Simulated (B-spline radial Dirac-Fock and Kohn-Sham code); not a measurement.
## The Mo-like isoelectronic sequence (42 electrons), Z = 58 to 67

Method: Dirac-Fock ΔSCF + Breit + QED. Computed with a radial finite-basis atomic code. Binding energies in eV, tabulated ground configurations ([Kr] 4d6 throughout). Electron correlation is not included.

| ion | 2s | 2p1/2 | 3s | outermost level | NIST ionisation energy |
| --- | --- | --- | --- | --- | --- |
| Ce¹⁶⁺ | 6932.5 | 6543.2 | 1807.0 | 438.4 (4d) | 435 ± 3 |
| Pr¹⁷⁺ | 7261.2 | 6862.0 | 1919.6 | 481.4 (4d) | 478 ± 3 |
| Nd¹⁸⁺ | 7599.2 | 7190.0 | 2036.0 | 526.2 (4d) | 522 ± 3 |
| Pm¹⁹⁺ | ? | ? | ? | ? | ? |
| Sm²⁰⁺ | 8303.7 | 7874.0 | 2280.3 | 621.1 (4d) | 617 ± 4 |
| Eu²¹⁺ | 8670.4 | 8230.3 | 2408.3 | 671.1 (4d) | 667 ± 4 |
| Gd²²⁺ | 9046.9 | 8596.3 | 2540.1 | 723.0 (4d) | 719 ± 4 |
| Tb²³⁺ | 9433.4 | 8972.0 | 2676.0 | 776.6 (4d) | 772 ± 4 |
| Dy²⁴⁺ | 9829.8 | 9357.7 | 2815.7 | 832.0 (4d) | 827 ± 4 |
| Ho²⁵⁺ | 10236.6 | 9753.5 | 2959.5 | 889.1 (4d) | 885 ± 4 |

Task: Fill in the row of Pm¹⁹⁺.

Result: 2s 7946.7, 2p1/2 7527.3, 3s 2156.3, outermost 572.7 (4d), NIST 569 ± 4 eV.

NIST's values are for the lowest levels; a dash marks a value that is missing or belongs to another shell. Their kind here: theoretical. Where a p, d or f shell is open in either ion the computed value averages over both j values and all terms, while the table refers to the lowest levels; that difference holds spin-orbit splitting (largest in heavy or highly charged ions), term energies where several electrons share open shells, and correlation, and it can reach 10 % or more.
